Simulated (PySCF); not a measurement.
# SiSb: energy against distance

Set-up: PySCF, scalar-relativistic core potentials, basis sets Si def2-SVPD, Sb def2-SVPD with ECP28. Energies in eV from Si + Sb in their ground configurations at the same level. State: ²Π (doublet), unpaired electrons π ↑.

All columns are PBE. A positive dipole means Si(−)Sb(+).

```csv
R (Å),E (eV),μ (D),Mulliken charge on Si (basis-dependent),HOMO (eV),LUMO (eV),Mayer bond order,⟨S²⟩
2.053,-1.651,0.72,-0.21,-5.29,-5.82,2.49,0.75
2.148,-2.414,0.60,-0.17,-5.36,-5.60,2.46,0.75
2.244,-2.855,0.46,-0.14,-5.42,-5.41,2.44,0.75
2.315,-3.029,0.36,-0.12,-5.39,-5.28,2.43,0.75
2.387,-3.102,0.25,-0.10,-5.27,-5.16,2.42,0.75
2.459,-3.097,0.14,-0.09,-5.17,-5.05,2.41,0.75
2.554,-3.000,0.00,-0.07,-5.04,-4.92,2.40,0.76
2.673,-2.781,-0.18,-0.05,-4.91,-4.77,2.37,0.77
2.817,-2.440,-0.36,-0.03,-4.80,-4.63,2.22,0.90
3.008,-1.971,-0.52,0.00,-4.73,-4.49,1.85,1.22
```

A fit through these points gives, at Re = 2.417 Å, μ = 0.21 D and dμ/dR = -1.52 D/Å; the reduced mass is 22.72 u.

Q: How strong is the fundamental in the double-harmonic approximation, I = 42.26·(dμ/dR)²/μred km/mol?

A: I = 42.26·(-1.52)²/22.72 = 4.30 km/mol at PBE.

⟨S²⟩ of the unrestricted solution departs from its pure value on part of the curve, where spin states mix. These are scalar-relativistic numbers at best; spin–orbit coupling would shift them, the dissociation energy most. The state is the lowest determinant that a PBE0 search found; another state may lie lower at other levels.

At some distances an empty level lies below a filled one, because the occupation is held.
